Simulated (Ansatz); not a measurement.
```yaml
crystal:
  periodic: [false, false, false]
  atoms:
    - {symbol: O, position_ang: [0.470525, 0.963154, -1.891265]}
    - {symbol: B, position_ang: [0.706660, 0.886214, -0.560174]}
    - {symbol: Si, position_ang: [0.393162, -0.852946, 0.407065]}
    - {symbol: Zn, position_ang: [-1.813190, -0.870446, 1.306577]}
    - {symbol: H, position_ang: [0.609294, 1.842293, -2.255008]}
    - {symbol: H, position_ang: [1.044222, 1.881598, 0.033253]}
    - {symbol: H, position_ang: [1.364140, -0.983511, 1.535734]}
    - {symbol: H, position_ang: [0.573457, -2.039877, -0.481909]}
    - {symbol: H, position_ang: [-3.259672, -0.872776, 1.888527]}
basis:
  gaussian: {orbitals: pcseg-2}
hamiltonian: {xc: {name: r2SCAN}}
output: {forces: true}
```

```sh
$ ansatz run in.yaml --threads 4 --pin off --events-out ev --progress --plain --max-ram 10444MiB
```

It prints (some lines left out):

```
Functional definition: r2SCAN
1303 factors; their error is unknown
mean field evaluation 1: about -59093.8938 eV, gradient 7.3e1 eV
mean field evaluation 2: about -58982.8895 eV, gradient 2.0e2 eV
mean field evaluation 4: about -59101.9203 eV, gradient 2.3e1 eV
mean field evaluation 8: about -59102.5672 eV, gradient 2.0e-1 eV
mean field evaluation 16: about -59102.5081 eV, gradient 9.1e-3 eV
mean field -59102.50814243 eV, -2171.9771131156 hartree, gradient 4.9e-5 eV, S^2 0.000000; 0 other end points of the search recorded, 0 dependent functions left out
reference -59102.50815982 eV, -2171.9771137547 hartree; 31, 31 occupied and 189, 189 virtual orbitals, 1303 factors
Total energy: -59102.50815982 eV, -2171.9771137547 hartree
Atom 0 at     0.470525     0.963154    -1.891265 Å, force    -0.024844    -0.002933    -0.122934 eV/Å
Atom 1 at     0.706660     0.886214    -0.560174 Å, force     0.022327     0.029222     0.149362 eV/Å
Atom 2 at     0.393162    -0.852946     0.407065 Å, force    -0.092464    -0.024338     0.048177 eV/Å
Atom 3 at    -1.813190    -0.870446     1.306577 Å, force    -0.045358    -0.003252     0.021164 eV/Å
Atom 4 at     0.609294     1.842293    -2.255008 Å, force     0.001570     0.007065    -0.012608 eV/Å
Atom 5 at     1.044222     1.881598     0.033253 Å, force    -0.006792    -0.019777    -0.010422 eV/Å
Atom 6 at     1.364140    -0.983511     1.535734 Å, force    -0.029123     0.000454    -0.010935 eV/Å
Atom 7 at     0.573457    -2.039877    -0.481909 Å, force    -0.017238     0.011726     0.016592 eV/Å
Atom 8 at    -3.259672    -0.872776     1.888527 Å, force     0.191923     0.001833    -0.078395 eV/Å
Dipole moment:     0.048699     0.335465    -0.146324 e Å
```

Run time 4.1 s (4 threads of an Arm Neoverse V1 on a shared host); peak host memory 0.45 GiB.
